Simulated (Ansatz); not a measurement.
`S[SiH2][GeH2][I]` → Ge• + 5 H• + I• + S• + Si•  (atomization)

Gas-phase electronic energies from Ansatz, PBE0-D4/def2-TZVP geometries. CCSD(T)/CBS adds triple-zeta CCSD(T) − MP2 to the extrapolated MP2 energy (def2 sets, frozen cores). This one scheme is used for every species, atoms too. For atomizations the MP2-based limit and the directly extrapolated one differ by several kJ/mol either way, and by 10 to 25 for some Ge, Se and Sn compounds, so smaller differences from it don't rank the levels. Functionals use def2-TZVPP. Open shells (•) are unrestricted, without spin–orbit coupling. Spin–orbit coupling would lower the free atoms: a little for S, Si; clearly for Ge; strongly for I. Elements past krypton have def2 core potentials. Bonds to Ge, I are less sure, by a few kJ/mol each and by 10 to 20 or more in all where they break to atoms, as the def2 sets lack core-valence functions. Scalar relativity is left out up to krypton. One conformer a species, not always the lowest.

Problem. What is ΔE at CCSD(T)/CBS? (An estimate is asked.)

Solution. The calculation gave: +2454.2 kJ/mol.

Problem. What do these levels give: LDA (SPW92), BLYP, CCSD/def2-SVP, CCSD(T)/def2-SVP, HF/def2-TZVPP, CCSD/CBS(def2)? (Estimate.)

Solution. Computed: LDA (SPW92) 2747.5, BLYP 2323.1, CCSD/def2-SVP 2205.4, CCSD(T)/def2-SVP 2232.2, HF/def2-TZVPP 1760.1, CCSD/CBS(def2) 2416.2 kJ/mol.

Largest T1 diagnostic among the species: 0.012.

In def2-TZVPP, CCSD(T) changes the Hartree–Fock value by +618.5 kJ/mol (the triples alone add +38.0 kJ/mol) and MP2 by +619.0 kJ/mol; breaking electron pairs costs correlation energy, which Hartree–Fock lacks. Leaving LDA and LC-ωPBE aside and taking each functional with its dispersion term where it has one, the values, not all of them listed here, spread over 84.2 kJ/mol, from B2PLYP to B97M-V. LDA lies +349.6 kJ/mol from PBE without D4, its usual overbinding.
